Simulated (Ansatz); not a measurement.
COS, triplet, at a GFN2-xTB geometry (a higher spin typed on purpose: for a closed-shell molecule this is an excited state); MP2/6-31G* in Ansatz (an electronic-structure program).

Here is a job for Ansatz.
Ansatz 0.2 input:
```yaml
crystal:
  periodic: [false, false, false]
  atoms:
    - {symbol: O, position_ang: [-1.61038921, -0.05734526, -0.06614538]}
    - {symbol: C, position_ang: [-0.58674147, 0.48825900, 0.14288258]}
    - {symbol: S, position_ang: [1.02522266, -0.15442449, -0.02050827]}
basis:
  gaussian:
    orbitals: 6-31G*
magnetization: {spin_polarized: true, initial_magnetization: 2}
correlation: {method: mp2}
```

Output, abridged:

```
Functional definition: HF
441 factors; integrals over basis functions are off by at most 6.8e-4 eV
mean field evaluation 1: about -13880.2072 eV, gradient 2.0e1 eV
mean field evaluation 2: about -13880.2478 eV, gradient 2.1e1 eV
mean field evaluation 4: about -13882.3652 eV, gradient 2.9e0 eV
mean field evaluation 8: about -13882.4726 eV, gradient 3.8e-1 eV
mean field evaluation 16: about -13882.4786 eV, gradient 3.5e-6 eV
mean field evaluation 32: about -13882.4237 eV, gradient 1.1e0 eV
mean field evaluation 64: about -13882.1480 eV, gradient 1.1e-6 eV
mean field -13882.47859701 eV, -510.1716785581 hartree, gradient 3.5e-6 eV, S^2 2.020257; 6 other end points of the search recorded, 0 dependent functions left out
7 core orbitals not correlated
reference -13882.47859701 eV, -510.1716785581 hartree; 9, 7 occupied and 33, 35 virtual orbitals, 441 factors
second order -10.45372224 eV of doubles, -0.00000000 eV of singles
Total energy: -13892.93231925 eV, -510.5558457648 hartree
```
